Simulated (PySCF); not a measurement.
ClF3H2Si2, SMILES F[Si](F)([SiH2]Cl)F.

Coordinates come from a B3LYP-D3(BJ)/def2-SVP optimisation. This is a generated structure with no PubChem entry under its InChIKey; it may be hypothetical. The values are those of a single conformer.

Level of theory: PBE/def2-TZVP in PySCF.

Symmetry labels are those of the subgroup Cs that the program uses (full group Cs).

Computed valence orbital energies around the gap with their symmetry:
```csv
orbital,symmetry,energy (eV)
HOMO−7,A',-10.57
HOMO−6,A",-10.55
HOMO−5,A',-10.12
HOMO−4,A",-10.08
HOMO−3,A",-9.82
HOMO−2,A',-9.19
HOMO−1,A",-8.13
HOMO,A',-7.75
LUMO,A',-2.15
LUMO+1,A",-1.42
LUMO+2,A',-0.66
LUMO+3,A',-0.19
```
